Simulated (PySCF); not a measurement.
## TDDFT excited states: CClF3O2S

CF3SO2Cl.
Structure used (GFN2-xTB), in Å, numbered top down from 1:
```xyz
8
CClF3O2S angstrom
O      1.442   -0.252    1.303
S      0.943   -0.126   -0.017
O      1.298   -1.063   -1.019
Cl     1.316    1.727   -0.688
C     -0.927   -0.072    0.080
F     -1.341   -1.247    0.513
F     -1.298    0.874    0.920
F     -1.425    0.169   -1.117
```

Computed with TDDFT PBE0/def2-SVPD, vertical, gas phase, core orbitals frozen in the response (PySCF 2.14.0, density-fitted response routines).

| state | E (eV) | λ (nm) | ν̃ (cm⁻¹) | f | symmetry | main configurations (H = HOMO, L = LUMO) |
| --- | --- | --- | --- | --- | --- | --- |
| S1 | 6.03 | 205.8 | 48600 | 0.0041 | A″ | H→L (98%) |
| S2 | 6.79 | 182.6 | 54760 | 0.019 | A′ | H-2→L (71%), H-1→L (21%) |
| S3 | 6.80 | 182.2 | 54880 | 0.063 | A′ | H-1→L (69%), H-2→L (26%) |
| S4 | 6.93 | 179.0 | 55860 | 0.0020 | A″ | H-3→L (97%) |
| S5 | 7.78 | 159.5 | 62710 | 0.0035 | A″ | H-5→L (95%) |
| S6 | 8.06 | 153.8 | 65020 | 0.116 | A′ | H-4→L (80%) |
| S7 | 8.33 | 148.9 | 67150 | 0.0008 | – | H→L+1 (85%) |
| S8 | 8.74 | 141.8 | 70530 | 0.0050 | A′ | H-1→L+1 (90%) |

Triplets (Tamm–Dancoff): T1 5.34 eV, H→L (95%); T2 5.84 eV, H-1→L (90%); T3 6.00 eV, H-2→L (94%).

The lowest singlet comes at 206 nm (581 kJ/mol) in the ultraviolet; it is very weak; its leading configuration is HOMO→LUMO (98%). The most intense listed level is S6 at 8.06 eV (154 nm, f = 0.116), 2.04 eV above S1. Löwdin shares by element: HOMO oxygen 54%, chlorine 44%; LUMO chlorine 45%, sulfur 26%, oxygen 18%. Of the 8 states listed, 3 reach f = 0.01 and none stays under 0.0005. Weighted by f, the mean energy of these states is 7.54 eV. The listed states span 2.72 eV, and the widest gap between neighbours is 0.85 eV (S4 to S5). Symmetry labels in Cs follow from the direction of the transition dipole and are given only for states with f of 0.002 or more. The window holds the lowest 8 singlets.
